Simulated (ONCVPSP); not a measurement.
Li: ONCV pseudisation with PBE, fully relativistic reference atom.

ONCVPSP 4.0.1 input, shortened (lines: element, Z, core and valence counts, functional; n l f; lmax; l rc ep ncon nbas qcut; lloc lpopt rc5 dvloc0; l nproj debl; icmod fcfact rcfact), PBE, fully relativistic:

```
  Li 3.00    0    2        4      upf
    1    0    2.00
    2    0    1.00
    2
    0    1.10    0.00    4    8   10.20
    1    1.05    0.14    3    7    7.30
    2    1.15    0.43    3    6    8.10
    4    5    0.95    3.00
    0    2    0.60
    1    2    0.60
    2    2    2.80
    0    0.00    0.00
```

Open shells are filled in proportion to 2j + 1.

Poles of the logarithmic derivatives, all-electron (AE) and pseudo (PS). s: poles at -1.3 (AE) and -1.3 (PS) Ha. p3/2: poles at no energy (AE) and no energy (PS) Ha. p1/2: poles at no energy (AE) and no energy (PS) Ha. d5/2: poles at no energy (AE) and no energy (PS) Ha. d3/2: poles at no energy (AE) and no energy (PS) Ha. Test radii: s 1.12, p3/2 1.07, p1/2 1.07, d5/2 1.17, d3/2 1.17 bohr.

- Cutoffs needed: 40 Ha and 46 Ha (the cutoffs (Ha) at which the residual kinetic energy of the hardest occupied pseudo-wave falls to 1 and 0.1 mHa per electron)
- Ghost test: no bound ghost flagged; no localised positive-energy state flagged
- Largest excitation error: +841 meV (all-electron minus pseudo) for 1s1 2s1, out of 4 test configurations
